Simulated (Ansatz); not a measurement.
The first iterations of a band of Cl2F2Ti + H2 (7 atoms, charge 0, multiplicity 1).

Method: Ansatz 0.2.0, RKS PBE/def2-SVP.

```yaml
movable_images: 4
climbing_image: no
spring: 5.0 eV/Å²
optimiser: quadratic models (default)
start_path: through a guess of the saddle point
force_threshold: 0.03 eV/Å
iteration_limit: 60
end_points: relaxed
```

Initial state:

```xyz
7
Properties=species:S:1:pos:R:3
Ti -0.273 -0.319 -0.031
Cl -0.425 -0.434 2.149
F 1.388 -0.138 -0.502
Cl -1.445 1.359 -0.798
F -0.874 -1.795 -0.720
H 1.502 2.672 1.124
H 1.255 2.304 1.753
```

Final state:

```xyz
7
Properties=species:S:1:pos:R:3
Ti -0.050 -0.565 -0.245
Cl 0.892 -0.599 1.726
F 0.827 -1.608 -1.322
Cl -0.061 1.469 -1.051
F -1.681 -1.146 -0.116
H 0.539 2.856 1.666
H 0.662 3.243 2.318
```

| iteration | highest image above the first end (eV) | largest band force component (eV/Å) |
| --- | --- | --- |
| 1 | 1.798 | 4.417 |
| 2 | 0.688 | 3.460 |
| 3 | 0.512 | 2.292 |
| 4 | 0.418 | 1.984 |
| 5 | 0.379 | 1.827 |
| 6 | 0.429 | 1.991 |
| 7 | 0.273 | 1.865 |
| 8 | 0.188 | 1.644 |

Problem. Does the band converge within its limit, and where does its top end?

Solution. The run converged. It ended after 26 iterations with the highest image 0.001 eV above the first end. The top lies less than 8 meV above the higher end, about what the thresholds resolve: the motion is nearly free. No image climbed, so the highest image needn't sit at the top of the path.

Run time: 2.5 min on 2 threads of Intel(R) Xeon(R) 6975P-C (Granite Rapids), with other jobs on the host, peak memory 0.18 GiB.
